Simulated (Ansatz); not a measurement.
`CC(C)[Si]F` + NH₃ → `N[Si]F` + propane at 400 K and 1 bar (ligand exchange at the Si–C bond).

Gas-phase electronic energies from Ansatz, PBE0-D4/def2-TZVP geometries. CBS: MP2 limit from def2 TZ/QZ plus the TZ coupled-cluster correction, frozen cores. This one scheme is used for every species. Each species was taken in one conformer, which may not be the lowest.

```csv
species,CCSD(T)/CBS energy (Eh),H − E (kJ/mol),S (J/(mol·K))
`CC(C)[Si]F`,-507.26195,283.3,385.3
NH₃,-56.50880,104.2,203.1
`N[Si]F`,-444.84306,94.4,288.8
`CCC`,-118.98051,294.1,291.8
```

H − E and S are ideal-gas, rigid-rotor, harmonic terms from PBE0-D4/def2-TZVP, for one conformer and one mirror image of each species. 1 Eh = 2625.50 kJ/mol, R = 8.31446 J/(mol·K).

Problem. By hand: ΔE, ΔH, ΔS and ΔG.

Solution. ΔE = (-444.84306) + (-118.98051) − (-507.26195) − (-56.50880) = -0.05282 Eh = -138.7 kJ/mol. Δ(H − E) = 94.4 + 294.1 − 283.3 − 104.2 = 1.0, so ΔH = -137.7 kJ/mol. ΔS = 288.8 + 291.8 − 385.3 − 203.1 = -7.8 J/(mol·K). ΔG = -137.7 − 400 × (-7.8)/1000 = -134.6 kJ/mol.

Problem. By hand: the equilibrium constant, and the temperature at which ΔG would vanish if ΔH and ΔS stayed fixed.

Solution. log₁₀ K = −ΔG/(RT ln 10) = 17.6. ΔG = 0 at ΔH/ΔS = 17654 K, far beyond where these terms or the molecules hold.

The number of gas molecules stays the same, so ΔS is small and ΔH decides. A doubt of 5 kJ/mol in ΔE shifts log₁₀ K by 0.7 here. Other conformers and mirror images would add mixing entropy, several J/(mol·K) or more a flexible species. Modes under 60 cm⁻¹, often nearly free rotors, make the harmonic entropy too high. These are equilibria of isolated gas molecules and say nothing of rates. Largest T1 diagnostic: 0.014 (customary marks: 0.02 for closed shells, 0.045 for open ones).
